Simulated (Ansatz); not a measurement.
A nudged elastic band was laid between two geometries of CBF2NO (6 atoms, charge 0, multiplicity 1).

Method: RKS PBE/def2-SVP in Ansatz.

```yaml
movable_images: 9
climbing_image: yes
spring: 5.0 eV/Å²
optimiser: quadratic models (default)
start_path: through a guess of the saddle point
force_threshold: 0.05 eV/Å
iteration_limit: 60
end_points: relaxed
```

Initial state:

```xyz
6
Properties=species:S:1:pos:R:3
O 1.112 -2.220 1.094
C 0.630 -1.295 0.548
N 0.135 -0.374 -0.063
B -0.430 0.876 -0.423
F -0.819 1.101 -1.673
F -0.585 1.849 0.471
```

Final state:

```xyz
6
Properties=species:S:1:pos:R:3
O 1.095 -2.343 0.830
C 0.630 -1.303 0.534
N 0.158 -0.217 0.280
B -0.426 0.905 -0.361
F -0.732 0.881 -1.655
F -0.682 2.013 0.326
```

Problem. What changes between the two ends?

Solution. No bond is made or broken.  The two ends are copies of one structure, up to a mirror image or an exchange of like atoms.

Problem. Give the energies along the band, and the barrier.

Solution. The forces met the threshold. The highest image is number 5 of 0 to 10, 0.0 kJ/mol above the ends, which have the same energy within 2 meV. The top lies less than 8 meV above the higher end, about what the thresholds resolve: that end is a shoulder or a very shallow well. A vibrational analysis at the climbing image gives no mode beyond 40i cm⁻¹: the surface is too flat there to confirm a saddle point.

```
image  path coordinate (Å)  energy (kJ/mol)
    0                 0.00              0.0
    1                 0.05              0.0
    2                 0.11              0.0
    3                 0.16              0.0
    4                 0.22              0.0
    5                 0.27              0.0
    6                 0.32              0.0
    7                 0.39              0.0
    8                 0.46              0.0
    9                 0.53              0.0
   10                 0.60              0.0
```

Problem. What is the geometry of the highest image?

Solution. 
```xyz
6
Properties=species:S:1:pos:R:3:forces:R:3
O 1.113 -2.295 0.976 0.01 0.00 -0.01
C 0.636 -1.310 0.541 -0.02 -0.01 0.02
N 0.142 -0.303 0.091 0.01 0.01 0.00
B -0.430 0.897 -0.395 -0.02 -0.01 0.00
F -0.873 0.981 -1.646 0.01 0.01 0.00
F -0.545 1.966 0.386 0.01 0.00 0.00
```

The band took 39 iterations and of the order of 9 core-minutes.

The run took 8.8 min on 1 thread of Arm Neoverse V2 (shared host), peak memory 0.11 GiB.
